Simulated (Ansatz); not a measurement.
A thermochemical cycle in electronic energies (no zero-point or thermal terms), species as SMILES, kcal/mol. Geometries: B3LYP-D3(BJ)/def2-TZVP minima from Ansatz (a program for electronic structure). Correlated levels leave the core frozen unless marked. Open shells are spin-unrestricted. Spin-orbit coupling is left out. Non-relativistic. Basis-set limits of correlation are two-point, X^-3; Hartree-Fock from the larger set. [CCSD(T)-MP2]/basis is that difference in the basis named. Anions need diffuse functions, of which def2-TZVPD holds fewer than the aug- sets.

```
step                                                                            RI-MP2/CBS(aug-cc-pVTZ,aug-cc-pVQZ)+[CCSD(T)-MP2]/aug-cc-pVTZ (Ansatz)  r2SCAN-D4/def2-TZVPD (Ansatz + dftd4)
------------------------------------------------------------------------------  ----------------------------------------------------------------------  -------------------------------------
bond energy D: C#CO → [C]#CO + H atom                                                                                                            134.1                                  127.6
electron affinity EA, positive where the anion is bound: [C]#CO + e- → [C-]#CO                                                                    60.2                                   51.7
ionisation of the H atom at the same level, IE                                                                                                   313.7                                  313.7
```

**Question.** Find the deprotonation energy A: C#CO → [C-]#CO + H+.

**Answer.** Breaking the bond, ionising the H atom and attaching the electron to the radical add up to the deprotonation, A = D + IE - EA. At RI-MP2/CBS(aug-cc-pVTZ,aug-cc-pVQZ)+[CCSD(T)-MP2]/aug-cc-pVTZ: A = D + IE - EA = 134.1 + 313.7 - 60.2 = 387.6. At r2SCAN-D4/def2-TZVPD: A = D + IE - EA = 127.6 + 313.7 - 51.7 = 389.6. The functional differs from the first level by -6.5 in D, -8.5 in EA and +2.0 in A; for EA and A the gap mixes functional and basis. The site is the one shown; other sites or isomers of the anion may lie lower.
